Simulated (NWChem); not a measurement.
System: SiH2SeCl2; SMILES Cl[SiH](Cl)[SeH]

Output (shortened):

```
             Northwest Computational Chemistry Package (NWChem) 7.3.0
             --------------------------------------------------------

 C1  symmetry detected

                             Geometry "geometry" -> ""
                             -------------------------

 Output coordinates in angstroms (scale by  1.889725989 to convert to a.u.)

  No.       Tag          Charge          X              Y              Z
 ---- ---------------- ---------- -------------- -------------- --------------
    1 Si                  14.0000    -0.00129919     0.53972577     0.53642710
    2 Cl                  17.0000    -1.77894467     1.30229403    -0.18603366
    3 Cl                  17.0000     1.59185992     1.62753867    -0.21464047
    4 Se                  34.0000     0.05309470    -1.65343921    -0.09569780
    5 H                    1.0000     0.02607668     0.72504722     1.99993461
    6 H                    1.0000     1.36733273    -1.87143069     0.55527141

 Effective nuclear repulsion energy (a.u.)     486.0162897680

  pbe96 is a nonlocal functional; adding pw91lda local functional.

                                 NWChem DFT Module
                                 -----------------

 Summary of "ao basis" -> "ao basis" (spherical)
 ------------------------------------------------------------------------------
       Tag                 Description            Shells   Functions and Types
 ---------------- ------------------------------  ------  ---------------------
 Si                          6-31g*                  8       18   4s3p1d
 Cl                          6-31g*                  8       18   4s3p1d
 Se                          6-31g*                 12       32   5s4p3d
 H                           6-31g*                  2        2   2s

            General Information
            -------------------
          SCF calculation type: DFT
          Wavefunction type:  closed shell.
          No. of atoms     :     6
          No. of electrons :    84
           Alpha electrons :    42
            Beta electrons :    42
          Charge           :     0
          Spin multiplicity:     1
          Use of symmetry is: off; symmetry adaption is: off
          Maximum number of iterations: 150
          AO basis - number of functions:    90
                     number of shells:    40
          Convergence on energy requested:  1.00D-06
          Convergence on density requested:  1.00D-05
          Convergence on gradient requested:  5.00D-04

              XC Information
              --------------
          PerdewBurkeErnzerhof Exchange Functional  1.000
            Perdew 1991 LDA Correlation Functional  1.000 local
           PerdewBurkeErnz. Correlation Functional  1.000 non-local

             Grid Information
             ----------------
          Grid used for XC integration:  medium
          Radial quadrature: Mura-Knowles
          Angular quadrature: Lebedev.
          Tag              B.-S. Rad. Rad. Pts. Rad. Cut. Ang. Pts.
          ---              ---------- --------- --------- ---------
          Si                  1.10       88           9.0       590
          Cl                  1.00       88          11.0       590
          Se                  1.15      112          10.0       590
          H                   0.35       45          11.0       434
          Grid pruning is: on
          Number of quadrature shells:   466
          Spatial weights used:  Erf1

      Superposition of Atomic Density Guess
      -------------------------------------

 Sum of atomic energies:       -3608.22028130

      Non-variational initial energy
      ------------------------------

 Total energy =   -3609.173683
 1-e energy   =   -5984.244134
 2-e energy   =    1889.054161
 HOMO         =      -0.298140
 LUMO         =       0.036898

     ---------------------------------------------
      Total Density - Mulliken Population Analysis
     ---------------------------------------------

    Atom       Charge   Shell Charges
 -----------   ------   -------------------------------------------------------
    1 Si  14    12.93   2.00  2.00  5.97  0.90  1.30  0.24  0.35  0.17
    2 Cl  17    17.41   2.00  2.00  5.98  1.37  3.71  0.57  1.77  0.01
    3 Cl  17    17.41   2.00  2.00  5.98  1.38  3.71  0.57  1.77  0.01
    4 Se  34    34.47   2.00  2.00  6.00  2.00  5.99  1.50  3.27  0.38  1.28  6.94  2.94  0.16
    5 H    1     1.03   0.47  0.56
    6 H    1     0.75   0.37  0.38

   convergence    iter        energy       DeltaE   RMS-Dens  Diis-err
 ---------------- ----- ----------------- --------- --------- ---------
 d= 0,ls=0.0,diis     1  -3611.4331944665 -4.10D+03  2.05D-02  7.01D-01
 d= 0,ls=0.0,diis     2  -3611.3154417966  1.18D-01  1.48D-02  1.31D+00
 d= 0,ls=0.0,diis     3  -3611.5129963606 -1.98D-01  3.36D-03  5.16D-02
 d= 0,ls=0.0,diis     4  -3611.5210957370 -8.10D-03  1.04D-03  3.87D-03
 d= 0,ls=0.0,diis     5  -3611.5218229178 -7.27D-04  2.43D-04  2.83D-04
  Resetting Diis
 d= 0,ls=0.0,diis     6  -3611.5218701428 -4.72D-05  5.85D-05  1.51D-05
 d= 0,ls=0.0,diis     7  -3611.5218721435 -2.00D-06  3.99D-05  1.13D-06
 d= 0,ls=0.0,diis     8  -3611.5218718911  2.52D-07  2.39D-05  2.59D-06
 d= 0,ls=0.0,diis     9  -3611.5218723640 -4.73D-07  1.63D-06  3.38D-08

         Total DFT energy =    -3611.521872363963
      One electron energy =    -5985.172458053156
           Coulomb energy =     2052.097826798456
    Exchange-Corr. energy =     -164.463530877223
 Nuclear repulsion energy =      486.016289767961

 Numeric. integr. density =       83.999994460442

                       DFT Final Molecular Orbital Analysis
                       ------------------------------------

 Vector   40  Occ=2.000000D+00  E=-2.959251D-01
              MO Center=  6.5D-02,  1.4D+00, -1.6D-01, r^2= 4.2D+00
   Bfn.  Coefficient  Atom+Function         Bfn.  Coefficient  Atom+Function
  ----- ------------  ---------------      ----- ------------  ---------------
    43      0.424523  3 Cl px                25      0.345324  2 Cl px
    26      0.323627  2 Cl py                45      0.255576  3 Cl pz
    44     -0.230119  3 Cl py                47      0.228823  3 Cl px
    29      0.184277  2 Cl px                27     -0.170158  2 Cl pz
    39     -0.165278  3 Cl px                30      0.162492  2 Cl py

 Vector   41  Occ=2.000000D+00  E=-2.840087D-01
              MO Center=  1.8D-01,  4.0D-01,  1.3D-01, r^2= 5.3D+00
   Bfn.  Coefficient  Atom+Function         Bfn.  Coefficient  Atom+Function
  ----- ------------  ---------------      ----- ------------  ---------------
    66      0.386662  4 Se py                45      0.323082  3 Cl pz
    44      0.289361  3 Cl py                27      0.267433  2 Cl pz
    88     -0.239449  5 H  s                 26      0.209638  2 Cl py
    49      0.167775  3 Cl pz                62     -0.164929  4 Se py
    70      0.163733  4 Se py                67      0.159439  4 Se pz

 Vector   42  Occ=2.000000D+00  E=-2.362980D-01
              MO Center=  9.2D-02, -1.4D+00, -3.2D-02, r^2= 2.5D+00
   Bfn.  Coefficient  Atom+Function         Bfn.  Coefficient  Atom+Function
  ----- ------------  ---------------      ----- ------------  ---------------
    67      0.615338  4 Se pz                65     -0.336885  4 Se px
    71      0.289454  4 Se pz                63     -0.263488  4 Se pz
    66     -0.180662  4 Se py                69     -0.155674  4 Se px
    44     -0.147968  3 Cl py                61      0.144069  4 Se px
    88     -0.112097  5 H  s                 70     -0.093308  4 Se py

 Vector   43  Occ=0.000000D+00  E=-5.865343D-02
              MO Center=  2.3D-01, -3.9D-01,  1.1D-01, r^2= 5.0D+00
   Bfn.  Coefficient  Atom+Function         Bfn.  Coefficient  Atom+Function
  ----- ------------  ---------------      ----- ------------  ---------------
    10      1.018596  1 Si s                 70     -0.697312  4 Se py
     6      0.628525  1 Si s                 66     -0.434562  4 Se py
    68     -0.405982  4 Se s                 13     -0.375640  1 Si pz
    12     -0.362686  1 Si py                46     -0.334664  3 Cl s
    90     -0.324290  6 H  s                 48      0.285349  3 Cl py

 Vector   44  Occ=0.000000D+00  E=-4.165869D-02
              MO Center= -1.3D-01,  2.0D-01,  3.1D-01, r^2= 4.8D+00
   Bfn.  Coefficient  Atom+Function         Bfn.  Coefficient  Atom+Function
  ----- ------------  ---------------      ----- ------------  ---------------
    11      0.716094  1 Si px                28      0.683831  2 Cl s
    10     -0.628246  1 Si s                 90     -0.594773  6 H  s
    29      0.469210  2 Cl px                 7      0.393912  1 Si px
    13      0.380019  1 Si pz                12     -0.291519  1 Si py
    25      0.285359  2 Cl px                 6     -0.263717  1 Si s

 Vector   45  Occ=0.000000D+00  E=-2.154108D-02
              MO Center=  2.9D-01, -3.2D-01,  4.1D-01, r^2= 5.2D+00
   Bfn.  Coefficient  Atom+Function         Bfn.  Coefficient  Atom+Function
  ----- ------------  ---------------      ----- ------------  ---------------
    11      1.021068  1 Si px                90      0.732794  6 H  s
    46     -0.683165  3 Cl s                 69     -0.672003  4 Se px
    65     -0.398609  4 Se px                 7      0.388506  1 Si px
    12      0.353491  1 Si py                10      0.350939  1 Si s
    28      0.334375  2 Cl s                 47      0.304437  3 Cl px

     ---------------------------------------------
      Total Density - Mulliken Population Analysis
     ---------------------------------------------

    Atom       Charge   Shell Charges
 -----------   ------   -------------------------------------------------------
    1 Si  14    13.60   2.00  2.00  5.96  1.06  1.81  0.18  0.35  0.26
    2 Cl  17    17.18   2.00  2.00  5.97  1.41  3.63  0.55  1.60  0.02
    3 Cl  17    17.17   2.00  2.00  5.97  1.41  3.63  0.54  1.60  0.02
    4 Se  34    34.18   2.00  2.00  6.00  2.00  5.98  1.61  3.24  0.29  0.99  6.91  2.92  0.23
    5 H    1     0.99   0.50  0.49
    6 H    1     0.87   0.47  0.41

     -------------------------------------------
      Total Density - Lowdin Population Analysis
     -------------------------------------------

    Atom       Charge   Shell Charges
 -----------   ------   -------------------------------------------------------
    1 Si  14    13.71   2.00  1.98  5.88  0.71  1.61  0.35  0.84  0.35
    2 Cl  17    17.12   2.00  1.99  5.91  1.18  3.36  0.65  2.01  0.02
    3 Cl  17    17.13   2.00  1.99  5.91  1.18  3.36  0.65  2.02  0.02
    4 Se  34    34.18   2.00  2.00  5.99  1.99  5.89  1.25  2.92  0.51  1.55  6.68  3.08  0.32
    5 H    1     1.01   0.49  0.51
    6 H    1     0.86   0.45  0.42

     Multipole analysis of the density
     ---------------------------------

     L   x y z        total         alpha         beta         nuclear
     -   - - -        -----         -----         ----         -------
     0   0 0 0     -0.000000    -42.000000    -42.000000     84.000000

     1   1 0 0      0.286264      0.143132      0.143132      0.000000
     1   0 1 0     -0.402192     -0.201096     -0.201096     -0.000000
     1   0 0 1      0.483056      0.241528      0.241528      0.000000

     2   2 0 0    -43.155061   -198.065611   -198.065611    352.976162
     2   1 1 0     -1.644564      0.739741      0.739741     -3.124046
     2   1 0 1      1.155433     -0.219349     -0.219349      1.594132
     2   0 2 0    -43.364624   -334.007533   -334.007533    624.650441
     2   0 1 1      0.125182      0.443344      0.443344     -0.761507
     2   0 0 2    -42.658194    -39.219307    -39.219307     35.780420

            General Information
            -------------------
          SCF calculation type: DFT
          Wavefunction type:  closed shell.
          No. of atoms     :     6
          No. of electrons :    84
           Alpha electrons :    42
            Beta electrons :    42
          Charge           :     0
          Spin multiplicity:     1
          Use of symmetry is: off; symmetry adaption is: off
          Maximum number of iterations: 150
          AO basis - number of functions:    90
                     number of shells:    40
          Convergence on energy requested:  1.00D-06
          Convergence on density requested:  1.00D-05
          Convergence on gradient requested:  5.00D-04

              XC Information
              --------------
          PerdewBurkeErnzerhof Exchange Functional  1.000
            Perdew 1991 LDA Correlation Functional  1.000 local
           PerdewBurkeErnz. Correlation Functional  1.000 non-local

             Grid Information
             ----------------
          Grid used for XC integration:  medium
          Radial quadrature: Mura-Knowles
          Angular quadrature: Lebedev.
          Tag              B.-S. Rad. Rad. Pts. Rad. Cut. Ang. Pts.
          ---              ---------- --------- --------- ---------
          Si                  1.10       88           9.0       590
          Cl                  1.00       88          11.0       590
          Se                  1.15      112          10.0       590
          H                   0.35       45          11.0       434
          Grid pruning is: on
          Number of quadrature shells:   466
          Spatial weights used:  Erf1

          Convergence Information
          -----------------------
          Convergence aids based upon iterative change in
          total energy or number of iterations.
          Levelshifting, if invoked, occurs when the
          HOMO/LUMO gap drops below (HL_TOL):  1.00D-02
          DIIS, if invoked, will attempt to extrapolate
          using up to (NFOCK): 10 stored Fock matrices.

                    Damping( 0%)  Levelshifting(0.5)       DIIS
                  --------------- ------------------- ---------------
          dE  on:    start            ASAP                start
          dE off:    2 iters        150 iters           150 iters

                            NWChem DFT Gradient Module
                            --------------------------

  charge          =   0.00
  wavefunction    = closed shell

                         DFT ENERGY GRADIENTS

    atom               coordinates                        gradient
                 x          y          z           x          y          z
   1 Si     -0.002455   1.019934   1.013700   -0.000345   0.001750   0.004033
   2 Cl     -3.361718   2.460979  -0.351553    0.001035  -0.000102   0.000370
   3 Cl      3.008179   3.075602  -0.405612   -0.001218  -0.000836   0.000441
   4 Se      0.100334  -3.124547  -0.180843    0.003720   0.000050   0.002052
   5 H       0.049278   1.370141   3.779328   -0.000090  -0.000809  -0.005161
   6 H       2.583884  -3.536491   1.049311   -0.003102  -0.000053  -0.001734
```

Level: PBE/6-31G* (spherical d). Geometry: optimised at B3LYP/6-31G* (spherical d).

Q: Reconstruct the input file.

A: One answer among several that fit: the input that was run:
```
start job
memory heap 200 mb stack 900 mb global 1100 mb
geometry units angstroms noautoz
  Si     0.017892     0.528978     0.499589
  Cl    -1.759204     1.354468    -0.151548
  Cl     1.615693     1.624194    -0.230568
  Se     0.021754    -1.632506    -0.235588
  H      0.075868     0.644524     1.969363
  H      1.343871    -1.902966     0.378709
end
basis spherical
  Si library 6-31g*
  Cl library 6-31g*
  Se library 6-31g*
  H library 6-31g*
end
dft
  xc xpbe96 cpbe96
  iterations 150
  mulliken
end
task dft gradient
```
